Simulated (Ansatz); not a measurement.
Complex (SMILES): F (HF) with N#N (N2), atoms 1 to 2 the first; geometry from B3LYP-D3(BJ)/def2-TZVP, monomers rigid:
```xyz
4

F      0.3830    -0.0965     0.2212
H     -0.2809     0.0249    -0.4159
N     -2.5150     0.4344    -2.5571
N     -1.7349     0.2913    -1.8098
```

The counterpoise-corrected interaction energy at CCSD(T) with Ansatz (a program for electronic structure), in kcal/mol, split into its Hartree-Fock and correlation parts. Cores are frozen. No added dispersion term, no relativity. Functions are those of the species that has most. These sets lack the diffuse functions that weak bonds need.

| basis | X | functions | Hartree-Fock | CCSD(T) |
|---|---|---|---|---|
| cc-pVDZ | 2 | 47 | -0.95 | -1.67 |
| cc-pVTZ | 3 | 104 | -0.91 | -2.00 |
| cc-pVQZ | 4 | 195 | -0.93 | -2.21 |
| cc-pV5Z | 5 | 328 | -0.94 | -2.31 |

Worked estimate of the basis-set limit from each neighbouring pair, with Hartree-Fock from the larger set and the correlation part extrapolated as X^-3.
Correlation parts: X = 2: -0.72, X = 3: -1.09, X = 4: -1.28, X = 5: -1.37.
- (2,3): (27·(-1.09) - 8·(-0.72))/19 = -1.25; with Hartree-Fock -0.91 the estimate is -2.16 kcal/mol.
- (3,4): (64·(-1.28) - 27·(-1.09))/37 = -1.42; with Hartree-Fock -0.93 the estimate is -2.35 kcal/mol.
- (4,5): (125·(-1.37) - 64·(-1.28))/61 = -1.46; with Hartree-Fock -0.94 the estimate is -2.40 kcal/mol.
The last two estimates differ by 0.06 kcal/mol; the largest set lies 0.09 from the last. Over the last step Hartree-Fock moves by -0.01 and the correlation part by -0.09.
